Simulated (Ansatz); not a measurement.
A run of Ansatz (development build ahead of 0.2.0) on singlet C₇H₆O at this shape:

```xyz
14

C     1.4000    0.0000    0.0000
C     0.7000    1.2124    0.0000
C    -0.7000    1.2124    0.0000
C    -1.4000    0.0000    0.0000
C    -0.7000   -1.2124    0.0000
C     0.7000   -1.2124    0.0000
C     2.8100    0.0000    0.0000
H     3.3600    0.9300    0.0000
H     3.3600   -0.9300    0.0000
O     1.3250    2.2950    0.0000
H    -1.2425    2.1521    0.0000
H    -2.4850    0.0000    0.0000
H    -1.2425   -2.1521    0.0000
H     1.2425   -2.1521    0.0000
```

Its results:

```
Converged                       : yes
Total energy                    : -343.53223 hartree
Spin squared of the determinant : 1.449
Stability test                  : minimum
```

Which input gives this output? Name the method, the orbitals and the basis set, and write the input.

UHF in def2-TZVP.

```yaml
crystal:
  periodic: [false, false, false]
  atoms:
    - { symbol: C, position_ang: [1.4, 0.0, 0.0] }
    - { symbol: C, position_ang: [0.7, 1.21244, 0.0] }
    - { symbol: C, position_ang: [-0.7, 1.21244, 0.0] }
    - { symbol: C, position_ang: [-1.4, 0.0, 0.0] }
    - { symbol: C, position_ang: [-0.7, -1.21244, 0.0] }
    - { symbol: C, position_ang: [0.7, -1.21244, 0.0] }
    - { symbol: C, position_ang: [2.81, 0.0, 0.0] }
    - { symbol: H, position_ang: [3.36, 0.93, 0.0] }
    - { symbol: H, position_ang: [3.36, -0.93, 0.0] }
    - { symbol: O, position_ang: [1.325, 2.29497, 0.0] }
    - { symbol: H, position_ang: [-1.2425, 2.15207, 0.0] }
    - { symbol: H, position_ang: [-2.485, 0.0, 0.0] }
    - { symbol: H, position_ang: [-1.2425, -2.15207, 0.0] }
    - { symbol: H, position_ang: [1.2425, -2.15207, 0.0] }
basis:
  gaussian: { orbitals: def2-TZVP }
magnetization:
  spin_polarized: true
hamiltonian:
  xc: hf
```

Caution: the unrestricted determinant is a mixture of spin states.
